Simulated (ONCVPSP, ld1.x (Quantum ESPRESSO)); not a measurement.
**Potentials for Cd compared**

Generated with ld1.x 7.5 (TM, RRKJ, ultrasoft, PAW), atompaw 4.2 or ONCVPSP 4.0.1. The cutoff is in Ry: for ld1.x and atompaw files where the sum of valence levels is converged to 10 mRy in a Bessel basis, for ONCV files where the hardest occupied wave has 1 mHa per electron of residual kinetic energy. The error is the largest all-electron minus pseudo excitation energy over each file’s own four to seven test configurations (ionisations up to +4, promotions, holes and added fractions of an electron), all of which were solved. The labels leave out finer settings (local radius, basis sizes, second energies), which also bear on the numbers. Spin-polarised tests are not counted. The rows are a selection from randomly drawn settings: files with unsolved tests, undetermined cutoffs or missed reference levels are left out.

A true bound ghost makes a file unfit for plane-wave use even where its test errors are small: the radial tests pick states by their node count and pass the ghost by.

| potential | cutoff (Ry) | largest error (meV) | bound ghosts |
| --- | --- | --- | --- |
| RRKJ, PBEsol, scalar-relativistic, rc 1.35/1.00/1.35/1.05 (spdf), local d, core correction no, reference 4s2 4p6 4d10 5s0 5p0 | 140 | +1337 | none |
| ONCV, LDA (Perdew-Wang 92), scalar-relativistic, rc 1.95/1.10/1.10 (spd), local d, core correction no, reference 4p6 4d10 5s2, qcut 2/7.3/16.8, projectors 2/2/0 | 250 | +30 | s |
| ONCV, PBE, non-relativistic, rc 1.40/1.00/1.05 (spd), local smoothed, core correction yes, reference 4s2 4p6 4d10, qcut 8.9/8.1/8.8, projectors 2/3/2 | 244 | -89 | s, p |
| TM, PBE, scalar-relativistic, rc 2.15/3.55/3.50 (spd), local smoothed, core correction yes, reference 5s2 5p0 | 8 | -226 | none |

Q: Fill in the row for Cd: TM, LDA (PZ), scalar-relativistic, rc 1.95/1.55/1.20 (spd), local smoothed, core correction yes, reference 4p6 4d10 5s2 5p0.

A: cutoff 90 Ry, largest error +184 meV, bound ghosts: s.

Q: Fill in the row for Cd: TM semilocal, BP86, scalar-relativistic, rc 1.75/2.30/1.00 (spd), local d, core correction no, reference 4d10 5s0 5p0.

A: cutoff 110 Ry, largest error -310 meV, bound ghosts: none.

Q: Fill in the row for Cd: ONCV, PBE, fully relativistic, rc 2.15/2.00/1.40 (spd), local smoothed, core correction no, reference 4d10 5s2, qcut 2.6/4.8/12.2, projectors 2/2/2.

A: cutoff 80 Ry, largest error +104 meV, bound ghosts: s, p3/2, p1/2.
